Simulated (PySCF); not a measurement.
## Br²⁺ (bromine, charge +2) across methods

[Ar] 3d10 4s1 4p4, high-spin 4P determinant (an excited configuration). All numbers are calculated (PySCF 2.14, scalar relativity by spin-free X2C-1e, in x2c-QZVPPall (11s8p5d4f1g, 97 functions)). The B2PLYP total includes its PT2 part (frozen core); its orbital energies are those of the SCF part.

```tsv
method	E (hartree)	mean ε 4s α (eV)	mean ε 4p α (eV)	mean ε 4p β (eV)	Σ⟨r²⟩ (bohr²)	⟨S²⟩
r2SCAN	-2604.580	-45.227	-30.786	-27.357	25.62	3.754
UHF	-2602.88168	-54.196	-36.111	-29.934	25.94	3.757
M06-2X	-2604.748	-48.803	-33.175	-29.047	25.75	3.754
PBE	-2604.247	-43.972	-30.138	-27.266	25.68	3.752
revPBE	-2604.437	-43.956	-30.129	-27.201	25.67	3.753
B2PLYP	-2604.165	-49.406	-33.266	-29.061	25.79	3.753
LDA	-2600.851	-44.055	-30.195	-27.418	25.66	3.752
PBE0	-2604.301	-46.749	-31.831	-28.287	25.67	3.752
```

(1) Estimate the same row for r2SCAN0.

## Answers

(1) E (hartree) = -2604.557; mean ε 4s α (eV) = -47.630; mean ε 4p α (eV) = -32.278; mean ε 4p β (eV) = -28.330; Σ⟨r²⟩ (bohr²) = 25.65; ⟨S²⟩ = 3.754.
